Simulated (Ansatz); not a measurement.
System: sum formula H4SiNO3, net charge 0, doublet state. It need not be the lowest isomer of its formula. 
Coordinates optimised at B3LYP-D3(BJ)/def2-TZVP (Ansatz, an electronic-structure program):
SMILES: N[Si]([O])(O)O
```xyz
9

Si     0.0562     0.0601    -0.0297
O      1.3025    -0.6478    -0.7737
O      0.4121     0.7716     1.4024
O     -0.7908     1.1283    -0.9223
N     -0.9093    -1.3613     0.1815
H      1.2487     0.5371     1.8117
H     -1.0281     1.9616    -0.5087
H     -1.4290    -1.7261    -0.6046
H     -0.6028    -2.1016     0.7960
```
Charge 0, spin multiplicity 2.

Basis-set convergence of Hartree-Fock and MP2 correlation energies (hartree) with Ansatz. Correlated levels leave the core frozen unless marked. Open shells are spin-unrestricted. No spin-orbit coupling. No relativistic terms.

```csv
basis,functions,E(HF),"E(corr, MP2)"
cc-pV(D+d)Z,99,-570.44516,-0.77546
cc-pV(T+d)Z,215,(withheld),(withheld)
```

### Question
Fill in the missing entries.

### Answer

- cc-pV(T+d)Z, E(HF): -570.57860
- cc-pV(T+d)Z, E(corr, MP2): -0.99685
